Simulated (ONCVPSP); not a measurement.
# What one change does to a pseudopotential (tin, ONCV)

```
Element                 : tin (Sn)
Generator               : ONCVPSP 4.0.1
Type                    : optimised norm-conserving Vanderbilt (ONCV)
Functional              : PBEsol
Relativity              : scalar-relativistic
Frozen core             : [Ar] 3d10
Valence charge          : 22
Reference configuration : 4s2 4p6 4d10 5s2 5p2
Partial waves           : 4s+5s: rc 1.45 bohr, ncon 4, nbas 9, qcut 7.7 1/bohr, 2 projectors; 4p+5p: rc 1.35 bohr, ncon 4, nbas 7, qcut 8.6 1/bohr, 2 projectors; 4d: rc 1.65 bohr, ncon 4, nbas 8, qcut 9.6 1/bohr, 2 projectors, debl 1.3 Ha
Local potential         : polynomial inside 1.00 bohr (lpopt 5, dvloc0 3 Ha)
Core correction         : none
```

Change: all radii scaled by about 1.20 (s 1.74, p 1.62, d 1.98 bohr); local potential polynomial inside 1.20 bohr (lpopt 5, dvloc0 3 Ha).

Cutoffs: the cutoffs (Ha) at which the residual kinetic energy of the hardest occupied pseudo-wave falls to 1 and 0.1 mHa per electron; they do not see the model core or the augmentation charge, which bear on the density cutoff. Errors are all-electron minus pseudo energies relative to the spin-unpolarised reference configuration.

Problem. Predict the effect on cutoff, ghosts and configuration errors.

Solution. The potential gets softer (34 Ha and 39 Ha → 30 Ha and 34 Ha); of the 3 tests that both files solve, the error grows in 1 and shrinks in 0 by more than 15 % and 0.3 meV (median size 4.2 → 4.7 meV); neither file shows a bound ghost. A larger radius leaves more room for a smooth pseudo-wave, so fewer plane waves are needed.

| quantity | base | changed |
| --- | --- | --- |
| cutoff, loose | 34 Ha | 30 Ha |
| cutoff, tight | 39 Ha | 34 Ha |
| loose cutoff by channel | s 22 Ha, p 23 Ha, d 34 Ha | s 15 Ha, p 25 Ha, d 30 Ha |
| bound ghosts | none | none |
| GHOST(+) flags under 300 eV | none | none |
| tests with a reliable result | 3 of 4 | 3 of 4 |
| error for 4s2 4p6 4d10 5s2 5p1, meV [ΔE 6.90 eV] | -1.3 | -1.4 |
| error for 4s2 4p6 4d10 5s2 5p0, meV [ΔE 20.87 eV] | -4.2 | -4.7 |
| error for 4s2 4p6 4d10 5s1 5p0, meV [ΔE 51.89 eV] | -13 | -16 |
